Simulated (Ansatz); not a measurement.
Born–Oppenheimer molecular dynamics of H8O2Sn (11 atoms, charge 0, multiplicity 1). It starts at the highest image of a converged band, a first-order saddle point between two minima.

Computed with RKS r2SCAN/def2-SVP (Ansatz).

- ensemble: NVE (velocity Verlet)
- time step: 0.5 fs
- steps asked: 200
- starting velocities drawn for: 300 K
- seed: 7707

First frame:

```xyz
11
Properties=species:S:1:pos:R:3
Sn -0.442 0.791 -1.143
H -0.632 0.877 0.865
H 0.076 0.187 -2.703
H -2.157 0.824 -1.221
H 0.379 2.298 -0.999
H 0.685 -0.989 0.840
O 0.415 -1.037 -0.399
H -0.059 0.276 1.475
O 0.657 -0.601 1.912
H 1.016 -1.448 -1.036
H 0.062 -1.180 2.410
```

Task: How far do the bonds stretch over the last three quarters of this one trajectory? (Pairs bonded in most of those frames.)

Result: 
```csv
bond,mean (Å),spread (Å),shortest,longest
Sn1–H2,1.739,0.077,1.62,1.87
Sn1–H3,1.727,0.057,1.63,1.85
Sn1–H4,1.715,0.014,1.69,1.74
Sn1–H5,1.736,0.031,1.68,1.79
H6–O7,1.008,0.084,0.87,1.14
O7–H10,0.969,0.010,0.95,0.99
H8–O9,0.976,0.024,0.94,1.04
O9–H11,0.968,0.005,0.96,0.98
```

Mean temperature of the second half: 922 K. The conserved energy stayed within 0.66 meV per atom of its start (net change -0.02 meV per atom), so the integration is sound. The system heated up, since it started high on the potential surface and ran downhill. A run of 0.1 ps of so small a system gives no equilibrium averages. The orbitals stay closed-shell, which can raise the energy where a bond breaks towards radicals; this wasn't checked here.

Run time: 8.9 min on 2 threads of Arm Neoverse V1, with other jobs on the host, peak memory 0.14 GiB.
